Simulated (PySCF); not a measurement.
## Complete the spectrum of [C5H2F3]-

Species: C5H2F3 (charge -1).
Atom-mapped SMILES: `[C-:1]#[C:2]/[CH:3]=[CH:4]\[C:5]([F:6])([F:7])[F:8]` (hydrogens: H9 on C3; H10 on C4)

Geometry (PBE0-D3(BJ)/def2-SVP, Å), atoms numbered from 1 in this order:
```
atom  x, y, z in Å
C1     2.678   -1.510    0.102
C2     1.870   -0.548    0.021
C3     1.071    0.595   -0.074
C4    -0.286    0.738   -0.082
C5    -1.260   -0.366    0.043
F6    -2.515    0.087   -0.217
F7    -1.055   -1.394   -0.793
F8    -1.328   -0.909    1.279
H9     1.611    1.556   -0.157
H10   -0.737    1.730   -0.143
```

Computed with TDDFT B3LYP/def2-SVPD, vertical, gas phase, core orbitals frozen in the response in PySCF. The geometry's basis has no diffuse functions, a weakness for an anion.

Orbital energies (eV): HOMO-3 -4.72, HOMO-2 -1.86, HOMO-1 -1.73, HOMO -1.67, LUMO 2.91, LUMO+1 3.87, LUMO+2 4.36.

Lowest singlets, with some entries withheld (?).

```csv
state,E (eV),f,"main configurations (H = HOMO, L = LUMO)"
S1,3.31,0.0001,?
S2,3.83,?,H-2→L (95%)
S3,?,0.212,"H→L (77%), H-1→L+1 (15%)"
S4,4.67,0.0023,?
S5,?,?,?
S6,5.13,?,H-2→L+1 (92%)
```

(1) What stands in place of each question mark?

(2) What is the mean static polarisability from the same response equations?

(3) How far apart are S2 and S5, in eV and cm⁻¹?

Answers

(1) 
- S1: H-1→L (94%)
- S2: f = 0.0087
- S3: E = 4.38 eV
- S4: H→L+1 (94%)
- S5: E = 5.05 eV; f = 0.209; H-1→L+1 (76%), H→L (15%)
- S6: f = 0.0009

(2) 80.3 au (11.90 Å³), with principal values 53.5, 66.6 and 120.9 au.

(3) 5.048 − 3.829 = 1.219 eV, or about 9830 cm⁻¹.

No detachment energy is given for this anion; states above it aren't bound, and a finite basis only mimics them.
